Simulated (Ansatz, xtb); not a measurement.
**Isomers of C4H3FOS in order of energy**

6 gas-phase structures of C4H3FOS, from a drawn sample of its isomers (lower ones may exist). Each was relaxed with GFN2-xTB:

A. `Oc1sccc1F`, a singlet
B. `Oc1ccc(F)s1`, a singlet
C. `Oc1csc(F)c1`, a singlet
D. `Oc1ccsc1F`, a singlet
E. `Oc1cc(F)cs1`, a singlet
F. `Oc1cscc1F`, a singlet

**Question.** Which do you expect lowest at r2SCAN-D4/def2-SVP, and how would the others follow?

**Answer.** Calculated order at r2SCAN-D4/def2-SVP: F (0.0), E (1.8), A (3.6), C (3.7), D (5.1), B (6.8) kcal/mol. Less than 1 kcal/mol parts A and C, so the order within that pair means little.

Energies above the lowest of each column, in kcal/mol; the last columns are at PBE-D3(BJ)/def2-SVP geometries:

| structure | GFN2-xTB | HF/STO-3G | r2SCAN-D4/def2-SVP | PBE-D3(BJ)/def2-SVP | CCSD(T)/def2-SVP + ΔMP2/def2-TZVPP |
| --- | --- | --- | --- | --- | --- |
| F | 0.6 | 1.0 | 0.0 | 0.0 | 0.0 |
| E | 0.0 | 1.3 | 1.8 | 1.9 | 2.7 |
| A | 2.5 | 1.0 | 3.6 | 3.4 | 3.9 |
| C | 2.4 | 0.0 | 3.7 | 3.6 | 4.0 |
| D | 3.5 | 1.7 | 5.1 | 4.8 | 4.9 |
| B | 2.8 | 1.9 | 6.8 | 6.2 | 7.4 |

CCSD(T)/def2-SVP + ΔMP2/def2-TZVPP puts F lowest; GFN2-xTB picks E, HF/STO-3G picks C. Flexible structures stand in one conformer each, not always the lowest. ΔMP2 is the change of the MP2 energy from the smaller to the larger basis.

Over these structures GFN2-xTB departs from r2SCAN-D4/def2-SVP by 0.9 kcal/mol on average once a common shift is removed. A GFN2-xTB relaxation took about 0.054 s and the r2SCAN-D4/def2-SVP energy about 1.1 s on a shared host (Ansatz 0.2.0, xtb 6.7.1).
